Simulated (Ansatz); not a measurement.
```yaml
crystal:
  periodic: [false, false, false]
  atoms:
    - {symbol: F, position_ang: [0.099385, -1.996340, 1.801303]}
    - {symbol: Sn, position_ang: [1.159295, -0.472589, 0.949001]}
    - {symbol: F, position_ang: [2.349495, -1.359681, -0.445808]}
    - {symbol: Si, position_ang: [-0.722467, 0.828680, -0.483223]}
    - {symbol: H, position_ang: [-0.054386, 1.974556, -1.122520]}
    - {symbol: H, position_ang: [-1.520796, 1.401139, 0.559172]}
    - {symbol: H, position_ang: [-1.014586, -0.025008, -1.293301]}
basis:
  gaussian: {orbitals: def2-mTZVP}
magnetization: {spin_polarized: true, initial_magnetization: 1}
hamiltonian: {xc: {name: r2SCAN0}, dispersion: d3bj}
relax: {f_tol: 0.001, max_steps: 3}
output: {forces: true}
```

```sh
$ ansatz run in.yaml --threads 4 --pin off --events-out ev --progress --plain --max-ram 10444MiB
```

Shortened log:

```
Warning: the engine holds no damping parameters fitted to this dispersion correction and functional, so the run takes those fitted to r2scan0 beside the three-body term, which d3bj leaves out (hamiltonian.dispersion, under Limitations)
Functional definition: r2SCAN0
1132 factors; integrals over basis functions are off by at most 6.1e-4 eV
mean field evaluation 1: about -19185.8659 eV, gradient 4.0e1 eV
mean field evaluation 2: about -19159.5216 eV, gradient 9.7e1 eV
mean field evaluation 4: about -19191.2708 eV, gradient 2.1e0 eV
mean field evaluation 8: about -19191.3390 eV, gradient 2.4e-1 eV
mean field evaluation 16: about -19191.3394 eV, gradient 3.3e-4 eV
mean field -19191.33936724 eV, -705.2687133891 hartree, gradient 3.0e-5 eV, S^2 0.762132; 0 other end points of the search recorded, 0 dependent functions left out
reference -19191.33938134 eV, -705.2687139072 hartree; 29, 28 occupied and 76, 77 virtual orbitals, 1132 factors
relax step   1: F+E_penalty+E_count = -19191.38550647 eV  Δ(F+E_penalty+E_count) = +0.000e0 eV  max|allowed force component| = 6.396e0 eV/Å  Δτ_max = 0.0000 Å  (31 SCF iters, accepted)
1132 factors; integrals over basis functions are off by at most 6.1e-4 eV
mean field -19192.50137166 eV, -705.3114162637 hartree, gradient 1.5e-5 eV, S^2 0.761638; 0 other end points of the search recorded, 0 dependent functions left out
reference -19192.50138531 eV, -705.3114167656 hartree; 29, 28 occupied and 76, 77 virtual orbitals, 1132 factors
relax step   2: F+E_penalty+E_count = -19192.54776866 eV  Δ(F+E_penalty+E_count) = -1.162e0 eV  max|allowed force component| = 1.978e0 eV/Å  Δτ_max = 0.1946 Å  (34 SCF iters, accepted)
1132 factors; integrals over basis functions are off by at most 6.0e-4 eV
mean field evaluation 32: about -19192.6672 eV, gradient 5.7e-3 eV
mean field -19192.66723285 eV, -705.3175115501 hartree, gradient 2.8e-5 eV, S^2 0.758118; 0 other end points of the search recorded, 0 dependent functions left out
reference -19192.66724677 eV, -705.3175120619 hartree; 29, 28 occupied and 76, 77 virtual orbitals, 1132 factors
relax step   3: F+E_penalty+E_count = -19192.71323493 eV  Δ(F+E_penalty+E_count) = -1.655e-1 eV  max|allowed force component| = 3.710e-1 eV/Å  Δτ_max = 0.1591 Å  (35 SCF iters, accepted)
Error: geometry relaxation did not converge after 3 steps: max|allowed force component| = 3.71e-1 eV/Å (threshold 1.0e-3). Raise `relax.max_steps` over both its present limit and 3, loosen `relax.f_tol`, or start from a geometry closer to equilibrium. Where this run's directory can be resumed (`checkpoint.write`), a resume goes on for up to `relax.max_steps` more
```

Task: Something in this input is off. What?

Result: The relaxation is allowed too few steps for its threshold. The calculation stopped without meeting its thresholds.
